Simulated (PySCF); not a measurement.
SMILES O[Si](O)(O)[SiH2][Ge]([Cl])([Cl])[Cl], singlet (B3LYP/def2-SVP optimised geometry):

```
14

Si    -1.821    -0.897     1.968
O     -1.198    -0.055     3.247
O     -3.451    -1.012     2.146
O     -1.189    -2.414     1.788
Si    -1.374     0.322     0.000
Ge     1.040     0.322     0.000
Cl     1.752    -1.762     0.050
Cl     2.136     1.316    -1.583
Cl     1.753     1.181     1.899
H     -0.282     0.258     3.205
H     -3.790    -1.483     2.918
H     -0.275    -2.513     1.485
H     -1.750    -0.321    -1.290
H     -1.752     1.762     0.000
```

Calculation: B3LYP/def2-TZVP in PySCF.

Task: What are the frontier orbital energies and the dipole moment?

Result: HOMO-2 -9.07 eV, HOMO-1 -8.90 eV, HOMO -8.25 eV, LUMO -2.40 eV, LUMO+1 -1.27 eV; dipole moment 1.36 D.

On the same geometry PBE/def2-TZVP (PySCF 2.14.0) gives HOMO-2 -7.81 eV, HOMO-1 -7.64 eV, HOMO -7.22 eV, LUMO -3.02 eV, LUMO+1 -1.93 eV; dipole moment 1.26 D.

Meta-Löwdin charges at B3LYP/def2-TZVP: Si1 1.33, O2 -0.76, O3 -0.74, O4 -0.76, Si5 0.12, Ge6 0.71, Cl7 -0.31, Cl8 -0.26, Cl9 -0.31, H10 0.35, H11 0.36, H12 0.35, H13 -0.05, H14 -0.05.
